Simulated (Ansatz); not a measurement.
The same path of a periodic cell of 63 atoms, Si62B (host Si, host structure diamond, dopant B, one Si atom removed), cell charge -2 was run twice with different band settings. Lost on the way: Si5–B6, B6–Si30, B6–Si36. Made: B6–Si18, B6–Si22, B6–Si23.

Level of theory: DFT LDA, scalar-relativistic, plane waves, PAW in Ansatz. Settings: PAW set soft_1, cutoff 420 eV, k mesh 1x1x1, fermi-dirac smearing 0.05 eV, spin collinear.

Relaxed end points:

```xyz
63
Lattice="10.8600 0.0000 0.0000 0.0000 10.8600 0.0000 0.0000 0.0000 10.8600" Properties=species:S:1:pos:R:3
Si 5.458 0.012 0.044
Si 6.860 1.334 1.423
Si 8.147 2.717 0.023
Si 9.530 4.004 1.425
Si 8.319 0.089 2.824
B 9.859 1.002 3.748
Si 0.028 -0.025 0.028
Si 1.372 1.343 1.369
Si 2.675 2.711 -0.052
Si 4.035 4.049 1.351
Si 5.420 5.444 0.066
Si 6.813 6.828 1.353
Si 8.149 8.191 -0.052
Si 9.520 9.491 1.369
Si 2.738 -0.003 2.723
Si 4.094 1.340 4.108
Si 5.387 2.663 2.683
Si 6.208 4.653 3.544
Si 8.198 5.474 2.684
Si 9.522 6.768 4.108
Si 5.532 0.086 5.466
Si 6.930 1.532 6.785
Si 9.327 3.928 6.783
Si 8.161 0.061 8.125
Si 9.524 1.341 9.546
Si -0.009 5.405 0.043
Si 1.368 6.765 1.382
Si 2.728 8.134 0.005
Si 4.098 9.494 1.380
Si -0.087 2.543 2.824
Si 1.289 4.016 4.081
Si 2.694 5.386 2.742
Si 4.104 6.759 4.053
Si 5.476 8.170 2.742
Si 6.847 9.572 4.082
Si -0.109 0.112 5.297
Si 1.313 1.354 6.750
Si 2.710 2.715 5.438
Si 4.060 4.048 6.838
Si 5.396 5.466 5.539
Si 6.816 6.800 6.838
Si 8.148 8.152 5.439
Si 9.509 9.549 6.750
Si 2.704 0.001 8.114
Si 4.074 1.322 9.502
Si 5.457 2.720 8.178
Si 6.768 4.097 9.556
Si 8.146 5.406 8.178
Si 9.540 6.791 9.504
Si 0.005 8.125 2.724
Si 1.327 9.536 4.052
Si -0.086 5.328 5.466
Si 1.345 6.769 6.780
Si 2.700 8.161 5.383
Si 4.092 9.515 6.780
Si -0.057 2.704 8.124
Si 1.311 4.086 9.468
Si 2.706 5.438 8.152
Si 4.093 6.770 9.511
Si 5.426 8.156 8.151
Si 6.776 9.554 9.465
Si 0.001 8.158 8.114
Si 1.371 9.492 9.493
```

```xyz
63
Lattice="10.8600 0.0000 0.0000 0.0000 10.8600 0.0000 0.0000 0.0000 10.8600" Properties=species:S:1:pos:R:3
Si 5.447 -0.005 0.008
Si 6.818 1.373 1.385
Si 8.151 2.709 -0.006
Si 9.487 4.042 1.385
Si 8.184 -0.022 2.693
B 7.801 3.059 5.774
Si 0.006 -0.006 -0.018
Si 1.373 1.341 1.342
Si 2.731 2.718 -0.016
Si 4.091 4.052 1.380
Si 5.430 5.430 0.020
Si 6.808 6.769 1.380
Si 8.142 8.129 -0.016
Si 9.519 9.487 1.342
Si 2.733 -0.006 2.709
Si 4.084 1.355 4.070
Si 5.481 2.726 2.770
Si 6.893 3.967 4.231
Si 8.134 5.379 2.770
Si 9.505 6.776 4.070
Si 5.481 0.055 5.441
Si 6.893 1.516 6.682
Si 9.344 3.967 6.682
Si 8.134 0.055 8.094
Si 9.505 1.355 9.491
Si 0.005 5.413 0.008
Si 1.365 6.775 1.350
Si 2.723 8.137 -0.008
Si 4.085 9.495 1.350
Si 0.022 2.676 2.693
Si 1.330 4.042 4.088
Si 2.707 5.413 2.710
Si 4.090 6.770 4.067
Si 5.447 8.153 2.710
Si 6.818 9.530 4.088
Si 0.022 -0.022 5.391
Si 1.330 1.373 6.757
Si 2.721 2.709 5.424
Si 4.066 4.077 6.792
Si 5.446 5.414 5.445
Si 6.783 6.794 6.792
Si 8.151 8.139 5.424
Si 9.487 9.530 6.757
Si 2.707 -0.005 8.128
Si 4.090 1.352 9.485
Si 5.446 2.730 8.129
Si 6.783 4.077 9.509
Si 8.130 5.414 8.129
Si 9.508 6.770 9.485
Si 0.006 8.127 2.709
Si 1.373 9.487 4.056
Si -0.055 5.379 5.441
Si 1.335 6.769 6.767
Si 2.731 8.129 5.433
Si 4.091 9.525 6.767
Si -0.055 2.726 8.094
Si 1.335 4.052 9.484
Si 2.695 5.430 8.145
Si 4.077 6.783 9.498
Si 5.430 8.165 8.145
Si 6.808 9.525 9.484
Si 0.005 8.153 8.128
Si 1.365 9.495 9.490
```

Common settings: optimiser quadratic models (default); force threshold 0.05 eV/Å; end points relaxed.

| run | movable images | climbing image | spring | start path | iteration limit |
| --- | --- | --- | --- | --- | --- |
| 1 | 3 | yes | 10.0 eV/Å² | IDPP | 37 |
| 2 | 4 | no | 5.0 eV/Å² | default | 24 |

**Question.** What does each run give, and how far can it be trusted?

**Answer.** Run 1: converged after 18 iterations, highest image 2.074 eV above the first end. Neighbouring images differ by up to 1.3 eV, so the band resolves the path poorly. By the program's own check the climbing image is of a kind that is not told: the force calls were inconclusive, a negative curvature could not be distinguished from the path's own, the only one lies far off the path, or fixed occupations may fill a level only in part (lowest curvatures found: -1.01 and 1.52 eV/Å²).
Run 2: converged after 18 iterations, highest image 1.738 eV above the first end. Neighbouring images differ by up to 1.3 eV, so the band resolves the path poorly. No image climbed, so the highest image needn't sit at the top of the path.
Limits of this set-up: coarse k mesh, PAW files made for another functional, a typed lattice constant that wasn't relaxed here, charged cell in a uniform background, uncorrected.
